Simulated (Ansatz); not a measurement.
CH4FOSi (`C[Si](O)F`) radical. Total charge 0; spin multiplicity 2.

```xyz
8

C    -0.725    0.551   -0.704
Si    0.196   -0.823    0.146
O     0.596   -0.266    1.639
F     1.542   -1.126   -0.682
H    -0.089    1.441   -0.731
H    -1.640    0.790   -0.159
H    -0.984    0.270   -1.725
H     1.105   -0.837    2.216
```

**Question.** List the harmonic frequencies (cm⁻¹, unscaled) at PBE0-D4/def2-TZVP in Ansatz. (An estimate is asked.)

**Answer.** The calculation gave: 126, 210, 233, 283, 345, 677, 743, 772, 828, 875, 926, 1259, 1435, 1444, 3051, 3141, 3160, 3920.

**Question.** Is this a minimum?

**Answer.** Yes, all 18 modes are real.

**Question.** Give the ideal-gas thermochemistry at 298.15 K and 1 bar (rigid rotor, harmonic oscillator; point group C1, symmetry number 1).

**Answer.** Zero-point energy 140.1 kJ/mol; H(298) − E = 158.1 kJ/mol; entropy 320.1 J/(mol·K), of which translation 163.4, rotation 105.1, vibration 45.9, electronic 5.8; G(298) − E = 62.6 kJ/mol.

**Question.** And at 400, 500, 600, 800 and 1000 K?

**Answer.** 
```json
{"T (K)": "400", "H − E (kJ/mol)": "167.8", "S (J/mol/K)": "348.1", "G − E (kJ/mol)": "28.6"}
{"T (K)": "500", "H − E (kJ/mol)": "178.7", "S (J/mol/K)": "372.2", "G − E (kJ/mol)": "-7.5"}
{"T (K)": "600", "H − E (kJ/mol)": "190.5", "S (J/mol/K)": "393.7", "G − E (kJ/mol)": "-45.8"}
{"T (K)": "800", "H − E (kJ/mol)": "216.2", "S (J/mol/K)": "430.7", "G − E (kJ/mol)": "-128.3"}
{"T (K)": "1000", "H − E (kJ/mol)": "244.1", "S (J/mol/K)": "461.8", "G − E (kJ/mol)": "-217.7"}
```
